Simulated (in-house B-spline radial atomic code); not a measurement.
**Ionising Zn8+ with different functionals**

Computed with a radial B-spline atomic code at the basis-set limit: four-component Dirac-Coulomb Hamiltonian, Fermi nucleus of rms radius 3.9283 fm, spin-restricted, spherical fractional occupations for the functionals, and exact exchange of hybrids averaged over the configuration. The ionisation energy is the difference of two self-consistent energies, [Ar] 3d4 → [Ar] 3d3, without Breit or QED terms; ε is the level of the shell that loses the electron (mean over j). The electron is taken from both j subshells in proportion to 2j + 1, so the result is a j average, not the step between ground levels.

```tsv
method	rung	ΔSCF (eV)	-ε(3d) (eV)
B97-1	global hybrid	202.43	189.97
B3LYP	global hybrid	202.55	189.89
HSE06	range-separated hybrid	202.33	190.19
LC-wPBE	range-separated hybrid	202.39	191.88
```

(1) Among the functionals, which spreads more, the ΔSCF values or the orbital energies?

(2) How do they compare with the NIST value?

Results:

(1) The orbital energies: ΔSCF values span about 0.22 eV and the orbital energies 1.99 eV; here energy differences depend much less on the functional than eigenvalues do.

(2) NIST lists 203 eV ± 2 (semi-empirical, ground level to ground level). Errors run from -0.67 to -0.45 eV; all lie within about twice that uncertainty, so the table can't rank the methods.
